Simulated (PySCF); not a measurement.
Co¹¹⁺ (cobalt, charge +11) across methods

[Ne] 3s2 3p4, high-spin 3P determinant. All numbers are calculated (PySCF 2.14, scalar relativity by spin-free X2C-1e, in an uncontracted even-tempered set (19 s from 0.49 bohr⁻², ratio 2.5; 12 p from 0.64 bohr⁻², ratio 2.5; 5 d from 5 bohr⁻², ratio 2.7; 4 f from 7.4 bohr⁻², ratio 2.7)).

```
method  E (hartree)  mean ε 3s β (eV)  mean ε 3p α (eV)  mean ε 3p β (eV)  Σ⟨r²⟩ (bohr²)   ⟨S²⟩
r2SCAN    -1343.669           -359.72           -327.80           -321.79          3.779  2.002
  PBE0    -1343.499           -363.13           -330.52           -324.77          3.776  2.001
   LDA    -1340.935           -358.85           -325.97           -320.51          3.780  2.000
  MN15    -1344.703           -363.11           -331.33           -327.31          3.753  2.000
   PBE    -1343.452           -358.89           -326.26           -320.84          3.775  2.001
PBEsol    -1342.212           -358.65           -326.02           -320.51          3.776  2.001
   UHF  -1342.97303           -373.99           -341.93           -335.00          3.786  2.003
```
